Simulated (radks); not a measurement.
Values are calculated unless marked as measured or tabulated.
Isoelectronic series with 15 electrons, each ion in its NIST ground configuration. Code: a radial shooting solver on a logarithmic mesh with Libxc functionals. Model: scalar-relativistic Kohn-Sham, PBE, spin-unpolarised, spherical densities, finite nucleus; Fermi nuclear charge, rms radius of each element as measured or else 0.836 A^(1/3) + 0.57 fm. Total energies (hartree) and orbital eigenvalues (eV):

ion    configuration  E (hartree)         3p         3s
P       [Ne] 3s2 3p3   -341.90189    -5.5068   -13.9693
S+      [Ne] 3s2 3p3   -398.61304   -16.7959   -27.6302
Cl2+    [Ne] 3s2 3p3   -459.98774   -31.6848   -44.9168
Ar3+    [Ne] 3s2 3p3   -526.02095   -49.9390   -65.5857
K4+     [Ne] 3s2 3p3   -596.71436   -71.4480   -89.5281
Ca5+    [Ne] 3s2 3p3   -672.07329   -96.1502  -116.6856
Sc6+    [Ne] 3s2 3p3   -752.10546  -124.0078  -147.0250
Ti7+    [Ne] 3s2 3p3   -836.82039  -154.9968  -180.5267
V8+     [Ne] 3s2 3p3   -926.22898  -189.1017  -217.1801
Cr9+    [Ne] 3s2 3p3  -1020.34318  -226.3124  -256.9801
Mn10+   [Ne] 3s2 3p3  -1119.17611  -266.6227  -299.9256
Fe11+   [Ne] 3s2 3p3  -1222.74192  -310.0289  -346.0184
Co12+   [Ne] 3s2 3p3  -1331.05550  -356.5295  -395.2628
Ni13+   [Ne] 3s2 3p3  -1444.13296  -406.1245  -447.6647
Cu14+   [Ne] 3s2 3p3  -1561.99048  -458.8152  -503.2315
